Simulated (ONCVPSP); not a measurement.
**PBE ONCV dataset for Cl (Z = 17), fully relativistic all-electron reference.**

- Element: chlorine (Cl)
- Generator: ONCVPSP 4.0.1
- Type: optimised norm-conserving Vanderbilt (ONCV)
- Functional: PBE
- Relativity: fully relativistic
- Frozen core: [Ne]
- Valence charge: 7
- Reference configuration: 3s2 3p5
- Partial waves: 3s: rc 1.10 bohr, ncon 4, nbas 8, qcut 6.3 1/bohr, 2 projectors, debl 0.7 Ha; 3p: rc 1.30 bohr, ncon 4, nbas 9, qcut 5.6 1/bohr, 1 projector; d scattering state at 0.22 Ha: rc 1.00 bohr, ncon 4, nbas 7, qcut 8.4 1/bohr, local
- Local potential: the d channel
- Core correction: Teter function, fcfact 3, rcfact 1.5

Open shells are filled in proportion to 2j + 1.

In the s channel the program set the typed energies aside and used -0.760, 0.250 Ha.

All-electron outer shells of the reference configuration (PBE, scalar-relativistic, ld1.x):

```
shell  level (eV)  outermost node (bohr)  outermost maximum (bohr)
   2s     -252.70                   0.12                      0.36
   2p     -191.63                      –                      0.30
   3s      -20.69                   0.55                      1.29
   3p       -8.59                   0.53                      1.43
```

Question: Estimate the cutoffs (Ha) at which the residual kinetic energy of the hardest occupied pseudo-wave falls to 1 and 0.1 mHa per electron.

Answer: 16 Ha and 128 Ha.

Question: Does the potential have ghost states?

Answer: Ghosts flagged at negative energy: s at -353.9 eV; GHOST(+) flagged for s at 11.1 eV. A true bound ghost makes a file unfit for plane-wave use.

Question: Which valence shell sets the plane-wave cutoff?

Answer: 3s: 16 Ha for 1 mHa per electron, against 8 Ha for 3p.

Question: Tests: 3s2 3p4; 3s2 3p3; 3s2 3p2; 3s2 3p1. Which has the largest error in its energy relative to the reference configuration, and how large is it?

Answer: 3s2 3p1, with +139 meV (all-electron minus pseudo) on +129.87 eV.
